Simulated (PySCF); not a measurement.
# Stationary points of TaSCl3

These are results of PySCF, PBE, basis Ta def2-SVP with ECP60, S def2-SVP, Cl def2-SVP (scalar-relativistic core potentials, no spin–orbit coupling, density fitting), not measurements.

Relaxations began from a few typed shapes. The search is not exhaustive: other isomers or separated fragments can lie lower, and high-lying points may rest on an excited occupation.

(1) Order these stationary points by electronic energy, lowest first, in kJ/mol from the lowest minimum.
A. singlet C3v: Ta–Cl 2.297 Å (×3), Ta–S 2.163 Å; Cl–Ta–Cl 111.4° (×3), Cl–Ta–S 107.4° (×3)
B. singlet C2v: Ta–Cl 2.349 Å (×2), Ta–Cl 2.438 Å, Ta–S 2.195 Å; Cl–Ta–Cl 84.7° (×2), Cl–Ta–Cl 169.4°, Cl–Ta–S 95.3° (×2), Cl–Ta–S 180.0°

(2) Which of them are minima?

Answers

(1) A (0.0), B (320.5).

(2) By energy in kJ/mol, 0.0: minimum; 320.5: saddle point, 2 imaginary modes.

Formally Ta is in oxidation state +5, d0. The polar-tensor charge on Ta, 1.70, is far below the formal one.

For the lowest minimum: with an element this heavy the missing spin–orbit coupling can shift these numbers.
